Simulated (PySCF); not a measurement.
C2H4O2, triplet, at a GFN2-xTB geometry (a higher spin typed on purpose: for a closed-shell molecule this is an excited state), with bond 5-1 at 1.8 times its length; CASSCF(8,9)/6-31G run with PySCF.

Here is a job for PySCF.
```python
from pyscf import gto, scf, mcscf
import numpy

mol = gto.Mole()
mol.atom = '''
    C    -1.40558956   -0.23252543    0.36488159
    O    -0.14428792   -0.85389520    0.15637384
    C     0.92828655   -0.02252752   -0.01088862
    O     0.98491682    1.05055034   -0.70706714
    H    -1.69904423    1.16337603   -0.99165801
    H    -2.14607910   -1.02657899    0.28131666
    H    -1.46836334    0.21659235    1.36190653
    H     1.32184935    0.22408790    1.02711683
'''
mol.basis = '6-31g'
mol.spin = 2
mol.verbose = 4
mol.build()

mf = scf.ROHF(mol)
mf.kernel()
mc = mcscf.CASSCF(mf, 9, 8)
mc.fix_spin_(ss=2.0)
mc.kernel()
occ = numpy.linalg.eigvalsh(mc.fcisolver.make_rdm1(mc.ci, mc.ncas, mc.nelecas))[::-1]
ss = mc.fcisolver.spin_square(mc.ci, mc.ncas, mc.nelecas)[0]
print('natural occupations', occ.round(4), ' <S^2>', round(ss, 4))
```

The log (banner, timings and long lists left out):

```
PySCF version 2.14.0

[INPUT] verbose = 4
[INPUT] num. atoms = 8
[INPUT] num. electrons = 32
[INPUT] charge = 0
[INPUT] spin (= nelec alpha-beta = 2S) = 2
[INPUT] symmetry False subgroup None
[INPUT] Mole.unit = angstrom
[INPUT] Symbol           X                Y                Z      unit          X                Y                Z       unit  Magmom
[...]
nuclear repulsion = 116.802900377315
number of shells = 28
number of NR pGTOs = 104
number of NR cGTOs = 44
basis = 6-31g
ecp = {}

******** <class 'pyscf.scf.rohf.ROHF'> ********
method = ROHF
initial guess = minao
damping factor = 0
level_shift factor = 0
DIIS = <class 'pyscf.scf.diis.CDIIS'>
diis_start_cycle = 1
diis_space = 8
diis_damp = 0
SCF conv_tol = 1e-09
SCF conv_tol_grad = None
SCF max_cycles = 50
direct_scf = True
direct_scf_tol = 1e-13
num. doubly occ = 15  num. singly occ = 2
Set gradient conv threshold to 3.16228e-05
init E= -227.759050570819
[...]
cycle= 1 E= -227.098164501694  delta_E= 0.661  |g|= 0.794  |ddm|= 2.04
[...]
cycle= 2 E= -226.638771893211  delta_E= 0.459  |g|= 1.42  |ddm|= 2.13
[...]
cycle= 3 E= -227.228036440522  delta_E= -0.589  |g|= 0.439  |ddm|= 1.97
[...]
cycle= 4 E= -227.311602055243  delta_E= -0.0836  |g|= 0.195  |ddm|= 0.997
[...]
cycle= 5 E= -227.356506218869  delta_E= -0.0449  |g|= 0.13  |ddm|= 0.44
[...]
cycle= 6 E= -227.401673232411  delta_E= -0.0452  |g|= 0.173  |ddm|= 0.768
[...]
cycle= 7 E= -227.40932407917  delta_E= -0.00765  |g|= 0.124  |ddm|= 0.327
[...]
cycle= 8 E= -227.407571005448  delta_E= 0.00175  |g|= 0.109  |ddm|= 0.49
[...]
cycle= 9 E= -227.419872839124  delta_E= -0.0123  |g|= 0.0509  |ddm|= 0.365
[...]
cycle= 10 E= -227.419940858184  delta_E= -6.8e-05  |g|= 0.0306  |ddm|= 0.163
[...]
cycle= 11 E= -227.421139008063  delta_E= -0.0012  |g|= 0.0125  |ddm|= 0.0949
[...]
cycle= 12 E= -227.421241448712  delta_E= -0.000102  |g|= 0.00315  |ddm|= 0.0295
[...]
cycle= 13 E= -227.421250407954  delta_E= -8.96e-06  |g|= 0.00125  |ddm|= 0.00631
[...]
cycle= 14 E= -227.421252616581  delta_E= -2.21e-06  |g|= 0.000574  |ddm|= 0.00423
[...]
cycle= 15 E= -227.421253095333  delta_E= -4.79e-07  |g|= 0.000307  |ddm|= 0.00135
[...]
cycle= 16 E= -227.421253215766  delta_E= -1.2e-07  |g|= 0.000194  |ddm|= 0.000742
[...]
cycle= 17 E= -227.421253264062  delta_E= -4.83e-08  |g|= 8.11e-05  |ddm|= 0.000493
[...]
cycle= 18 E= -227.421253272743  delta_E= -8.68e-09  |g|= 4.36e-05  |ddm|= 0.000251
[...]
[...]
converged SCF energy = -227.421253276282
CASCI E = -227.446537196589  S^2 = 2.0000000
[...]
               |grad[o]|=0.00691  |grad[c]|=0.0104  |ddm|=0.00107  |maxRot[o]|=4.41e-05
macro iter  26 ( 11 JK    2 micro), CASSCF E = -227.538621916572  dE = -2.49044177e-07  S^2 = 2.0000000
               |grad[o]|=0.00691  |grad[c]|=0.0103  |ddm|=0.00107  |maxRot[o]|=3.1e-05
macro iter  27 ( 11 JK    2 micro), CASSCF E = -227.538622103122  dE = -1.86549869e-07  S^2 = 2.0000000
               |grad[o]|=0.00691  |grad[c]|=0.0103  |ddm|=0.00107  |maxRot[o]|=2.44e-05
macro iter  28 ( 11 JK    2 micro), CASSCF E = -227.538622247499  dE = -1.44377083e-07  S^2 = 2.0000000
               |grad[o]|=0.00691  |grad[c]|=0.0103  |ddm|=0.00107  |maxRot[o]|=1.89e-05
macro iter  29 ( 11 JK    2 micro), CASSCF E = -227.538622359325  dE = -1.11826523e-07  S^2 = 2.0000000
               |grad[o]|=0.00691  |grad[c]|=0.0103  |ddm|=0.00107  |maxRot[o]|=1.49e-05
macro iter  30 ( 11 JK    2 micro), CASSCF E = -227.538622451925  dE = -9.25998904e-08  S^2 = 2.0000000
               |grad[o]|=0.00691  |grad[c]|=0.0103  |ddm|=0.00108  |maxRot[o]|=1.17e-05
macro iter  31 ( 21 JK    4 micro), CASSCF E = -227.539331570740  dE = -7.09118815e-04  S^2 = 2.0000000
               |grad[o]|=0.00691  |grad[c]|=0.0146  |ddm|=0.00546  |maxRot[o]|=0.048
macro iter  32 ( 19 JK    4 micro), CASSCF E = -227.539899580270  dE = -5.68009530e-04  S^2 = 2.0000000
               |grad[o]|=0.0049  |grad[c]|=0.00586  |ddm|=0.00145  |maxRot[o]|=0.0656
macro iter  33 ( 15 JK    4 micro), CASSCF E = -227.540006557144  dE = -1.06976874e-04  S^2 = 2.0000000
               |grad[o]|=0.00219  |grad[c]|=0.00276  |ddm|=0.00149  |maxRot[o]|=0.0318
macro iter  34 ( 13 JK    3 micro), CASSCF E = -227.540016202679  dE = -9.64553439e-06  S^2 = 2.0000000
               |grad[o]|=0.000914  |grad[c]|=0.000368  |ddm|=0.000463  |maxRot[o]|=0.0109
macro iter  35 (  5 JK    1 micro), CASSCF E = -227.540016297604  dE = -9.49251557e-08  S^2 = 2.0000000
               |grad[o]|=0.000108  |grad[c]|=0.000131  |ddm|=6.88e-05  |maxRot[o]|=0.000959
1-step CASSCF converged in  35 macro (623 JK 120 micro) steps
CASSCF canonicalization
Density matrix diagonal elements [1.95336918 1.8958304  1.97738869 0.9999521  1.00004426 0.11555205
 0.02022597 0.01765042 0.01998693]
CASSCF energy = -227.540016297604
CASCI E = -227.540016297604  E(CI) = -14.9721445651438  S^2 = 2.0000000
natural occupations [1.9778 1.9671 1.8857 1.0001 0.9999 0.114  0.0286 0.0239 0.0029]  <S^2> 2.0
```
